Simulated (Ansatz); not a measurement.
A thermochemical cycle in electronic energies (no zero-point or thermal terms), species as SMILES, kcal/mol. Each molecule is optimised on its own at B3LYP-D3(BJ)/def2-TZVP (Ansatz, a first-principles code), one conformer each, not searched for the lowest. Cores are frozen in the correlated levels unless marked. Open shells are spin-unrestricted. Spin-orbit coupling is left out. No relativistic terms. CBS(X,Y): correlation extrapolated as X^-3; Hartree-Fock from the larger set. [CCSD(T)-MP2]/basis is that difference in the basis named. Anions need diffuse functions, of which def2-TZVPD holds fewer than the aug- sets.

```csv
step,"RI-MP2/CBS(aug-cc-pV(T+d)Z,aug-cc-pV(Q+d)Z)+[CCSD(T)-MP2]/aug-cc-pV(T+d)Z (Ansatz)",B3LYP-D3(BJ)/def2-TZVPD (Ansatz + dftd3)
bond energy D: N[SiH2]N[SiH3] → N[SiH2][N][SiH3] + H atom,118.8,113.2
deprotonation energy A: N[SiH2]N[SiH3] -> N[SiH2][N-][SiH3] + H+,363.0,364.0
"ionisation of the H atom at the same level, IE",313.7,315.1
```

Task: Find the electron affinity EA, positive where the anion is bound: N[SiH2][N][SiH3] + e- → N[SiH2][N-][SiH3].

Result: Breaking the bond, ionising the H atom and attaching the electron to the radical add up to the deprotonation, A = D + IE - EA. At RI-MP2/CBS(aug-cc-pV(T+d)Z,aug-cc-pV(Q+d)Z)+[CCSD(T)-MP2]/aug-cc-pV(T+d)Z: EA = D + IE - A = 118.8 + 313.7 - 363.0 = 69.5. At B3LYP-D3(BJ)/def2-TZVPD: EA = D + IE - A = 113.2 + 315.1 - 364.0 = 64.3. The functional differs from the first level by -5.6 in D, -5.2 in EA and +1.0 in A; for EA and A the gap mixes functional and basis. The site is the one shown; other sites or isomers of the anion may lie lower.
